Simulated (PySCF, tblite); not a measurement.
Isomers of C4H13FOSi2, one GFN2-xTB conformer each. Single-point energies are computed at PBE0/pcSseg-1 (PySCF, gas phase, no added dispersion term), electronic only.

```tsv
SMILES	GFN2-xTB relative energy (kcal/mol)
OCC([SiH3])([SiH3])CCF	0.0
COC[Si@@H]([SiH3])CCF	12.4
C[C@H](O)C[SiH2][SiH2]CF	7.7
```

Conformers: `[OH:1][CH2:2][C:3]([SiH3:4])([SiH3:5])[CH2:6][CH2:7][F:8]` with H–O1–C2–C3 -170°, O1–C2–C3–Si4 159°, C2–C3–C6–C7 -74°, C3–C6–C7–F8 -73°; `[CH3:1][O:2][CH2:3][Si@@H:4]([SiH3:5])[CH2:6][CH2:7][F:8]` with C1–O2–C3–Si4 178°, O2–C3–Si4–Si5 -55°, C3–Si4–C6–C7 -78°, Si4–C6–C7–F8 -66°; `[CH3:1][C@H:2]([OH:3])[CH2:4][SiH2:5][SiH2:6][CH2:7][F:8]` with C1–C2–O3–H 57°, C1–C2–C4–Si5 152°, C2–C4–Si5–Si6 50°, C4–Si5–Si6–C7 51°, Si5–Si6–C7–F8 -60°.

Q: What does PBE0/pcSseg-1 give for the same structures?

A: 
```tsv
SMILES	PBE0/pcSseg-1 E (Eh)	PBE0/pcSseg-1 (kcal/mol)	GFN2-xTB (kcal/mol)	point group
C[C@H](O)C[SiH2][SiH2]CF	-913.61589	0.0	7.7	C1
COC[Si@@H]([SiH3])CCF	-913.60317	8.0	12.4	C1
OCC([SiH3])([SiH3])CCF	-913.59931	10.4	0.0	C1
```

GFN2-xTB puts OCC([SiH3])([SiH3])CCF lowest instead; measured from each level's own lowest isomer, the values differ by up to 10.4 kcal/mol (OCC([SiH3])([SiH3])CCF: 0.0 against 10.4). As drawn, the lowest has an Si–Si bond, which the highest lacks. Neighbours under 2.5 kcal/mol apart (COC[Si@@H]([SiH3])CCF and OCC([SiH3])([SiH3])CCF) can change places with a better method, another conformer or zero-point energy.

Q: Which frontier levels, dipoles and rotational constants go with these structures?

A: 
```
                  SMILES  HOMO (eV, PBE0/pcSseg-1)  LUMO (eV)  dipole (D)       A, B, C (MHz)
C[C@H](O)C[SiH2][SiH2]CF                     -7.79       0.14        1.17  1768, 885.1, 737.8
   COC[Si@@H]([SiH3])CCF                     -7.61       0.32        3.05  1424, 969.5, 804.2
  OCC([SiH3])([SiH3])CCF                     -8.04       0.69        3.03  1792, 983.5, 855.6
```

Q: What happens when harmonic zero-point energies from GFN2-xTB frequencies are added?

A: 
```
                  SMILES  ZPE (kcal/mol)  electronic (kcal/mol)  with ZPE (kcal/mol)
C[C@H](O)C[SiH2][SiH2]CF            99.2                    0.0                  0.0
   COC[Si@@H]([SiH3])CCF            98.8                    8.0                  7.5
  OCC([SiH3])([SiH3])CCF            97.3                   10.4                  8.4
```

The zero-point energies span 1.9 kcal/mol. The order is unchanged.
